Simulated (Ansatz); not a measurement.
Computed with Ansatz on PBE0-D4/def2-TZVP structures; ΔE is electronic, products minus reactants. CCSD(T)/CBS adds triple-zeta CCSD(T) − MP2 to the extrapolated MP2 energy (def2 sets, frozen cores). This one scheme is used for every species. Functionals use def2-TZVPP. B3LYP here is the variant with VWN-RPA as its local correlation; programs differ in this. HSE06 is defined as in plane-wave codes. For Ga outer-core shells are correlated without core-valence functions, which leaves a few kJ/mol of doubt a bond. Scalar relativity is left out up to krypton. One conformer a species, not always the lowest.

Reaction (formal exchange of groups at a Ga–B bond): `C[BH][GaH2]` + `O[SiH2][SiH3]` → `O[SiH]([SiH3])[GaH2]` + `BC`

```
             level  ΔE (kcal/mol)  difference from CCSD(T)/CBS
       LDA (SPW92)           -6.1                          0.4
           BLYP-D4           -7.3                         -0.8
          B3LYP-D4           -7.5                         -1.0
        r2SCAN0-D4           -7.2                         -0.7
          BHLYP-D4           -7.9                         -1.4
           ωB97M-V           -6.8                         -0.3
               PBE           -6.8                         -0.3
            r2SCAN           -6.7                         -0.2
           r2SCANh           -6.8                         -0.3
           r2SCAN0           -6.9                         -0.4
             HSE06           -7.1                         -0.6
             BHLYP           -6.7                         -0.2
           LC-ωPBE           -6.2                          0.3
RPA@PBE/def2-TZVPP           -6.1                          0.4
SCS-MP2/def2-TZVPP           -6.5                          0.0
SCS-MP2/def2-QZVPP           -6.5                          0.0
       CCSD(T)/CBS           -6.5                            0
```

Problem. What do rigid-rotor, harmonic-oscillator terms from PBE0-D4/def2-TZVP frequencies (298.15 K, 1 bar) make of the CCSD(T)/CBS value? (Estimate.)

Solution. Computed: ΔZPE = +0.1 kcal/mol, ΔH = -6.0 kcal/mol, ΔS = 4 J/(mol·K), ΔG = -6.3 kcal/mol.

Largest T1 diagnostic among the species: 0.014.

Leaving LDA and LC-ωPBE aside and taking each functional with its dispersion term where it has one, the values, not all of them listed here, spread over 1.3 kcal/mol, from BHLYP-D4 to ωB97X-V. The D4 term adds −1.0 kcal/mol with B3LYP and −0.6 kcal/mol with PBE0; it sums over pairs of atoms, weighted by their polarisabilities, and B3LYP, whose exchange is more repulsive, gets the larger term.
